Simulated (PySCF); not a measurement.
From one molecule to another.

First species: C7H13N.
Geometry (GFN2-xTB, Å), atoms numbered from 1 in this order:
```
atom  x, y, z in Å
C1     3.0896    0.7398    0.3909
C2     1.8459    0.5335   -0.4077
C3     0.9855   -0.4547   -0.2264
C4    -0.2522   -0.6556   -1.0428
C5    -1.5597   -0.4434   -0.2500
C6    -1.7108   -1.4503    0.8908
C7    -1.5957    0.9492    0.2946
N8    -2.4765    1.7573   -0.0822
H9     3.9635    0.7108   -0.2596
H10    3.0722    1.7176    0.8721
H11    3.1962   -0.0265    1.1549
H12    1.6675    1.2645   -1.1870
H13    1.1664   -1.1868    0.5499
H14   -0.2598   -1.6766   -1.4348
H15   -0.2467    0.0349   -1.8890
H16   -2.4002   -0.5552   -0.9411
H17   -0.9492   -1.2950    1.6513
H18   -1.6220   -2.4655    0.5104
H19   -2.6873   -1.3402    1.3573
H20   -0.8038    1.1736    1.0235
H21   -2.4319    2.6855    0.3338
```

Second species: C4H5ClOSi.
InChI=1S/C4H5ClOSi/c5-7-4-2-1-3-6-4/h1-3H,7H2

Levels: PBE0/pcSseg-1 for dipole moment, HOMO energy, LUMO energy and HOMO–LUMO gap; GFN2-xTB for rotational constant A and rotational constant C. Geometries: GFN2-xTB. Each structure is a single optimised conformer of the isolated species, non-relativistic unless stated. Electronic properties by PySCF.

Dipoles, sizes and rotational constants follow the conformer. The torsions of the flexible species, by atom-mapped SMILES:
- `[H]/[N:8]=[CH:7]/[C@@H:5]([CH2:4]/[CH:3]=[CH:2]/[CH3:1])[CH3:6]`: C2–C3–C4–C5 -113°, C3–C4–C5–C6 -63°, C4–C5–C7–N8 116°
- `[Cl:1][SiH2:2][c:3]1[cH:4][cH:5][cH:6][o:7]1`: Cl1–Si2–C3–C4 -1°

Values for the first species:

| Property | Result |
| --- | --- |
| Dipole moment | 1.99 D |
| HOMO energy | -6.86 eV |
| LUMO energy | 0.13 eV |
| HOMO–LUMO gap | 6.99 eV |
| Rotational constant A | 2.974 GHz |
| Rotational constant C | 0.949 GHz |

**Question.** Estimate the same properties for the second species, and the change in each.

**Answer.** 
| property | first | second | second less first |
| --- | --- | --- | --- |
| dipole moment | 1.99 D | 1.60 D | -0.39 D |
| HOMO energy | -6.86 eV | -6.93 eV | -0.07 eV |
| LUMO energy | 0.13 eV | -0.39 eV | -0.52 eV |
| HOMO–LUMO gap | 6.99 eV | 6.54 eV | -0.45 eV |
| rotational constant A | 2.974 GHz | 5.057 GHz | +2.083 GHz |
| rotational constant C | 0.949 GHz | 0.854 GHz | -0.095 GHz |

On the first: The dipole matches unit charges of opposite sign 0.41 Å apart (1 e·Å = 4.8032 D). A dipole of 1.99 D is allowed in C1, and pure rotational transitions are dipole-allowed.

On the second: In atomic units the dipole is 0.63 e·bohr (1 au = 2.5417 D).
